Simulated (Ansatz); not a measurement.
Gas-phase electronic energies from Ansatz, PBE0-D4/def2-TZVP geometries. CBS: MP2 limit from def2 TZ/QZ plus the TZ coupled-cluster correction, frozen cores. This one scheme is used for every species. Functionals use def2-TZVPP. B3LYP here is the variant with VWN-RPA as its local correlation; programs differ in this. Each species was taken in one conformer, which may not be the lowest.

`C[SiH](F)CS` + HCl → `C[SiH](F)Cl` + CH₃SH  (ligand exchange at the Si–C bond)

```tsv
level	ΔE (kJ/mol)	difference from CCSD(T)/CBS
PBE-D4	-101.3	3.0
PBE0-D4	-103.9	0.4
B3LYP-D4	-105.3	-1.0
ωB97X-V	-106.1	-1.8
r2SCAN	-109.5	-5.2
HF/def2-TZVPP	-123.1	-18.8
SCS-MP2/def2-TZVPP	-107.3	-3.0
CCSD/def2-TZVPP	-104.2	0.1
CCSD(T)/def2-TZVPP	-102.0	2.3
CCSD/CBS(def2)	-106.5	-2.2
CCSD(T)/CBS	-104.3	0
```

Largest T1 diagnostic among the species: 0.011.

In def2-TZVPP, CCSD(T) changes the Hartree–Fock value by +21.1 kJ/mol (the triples alone add +2.2 kJ/mol) and MP2 by +17.6 kJ/mol. The D4 term adds +7.9 kJ/mol with B3LYP and +4.6 kJ/mol with PBE0; it sums over pairs of atoms, weighted by their polarisabilities, and B3LYP, whose exchange is more repulsive, gets the larger term.
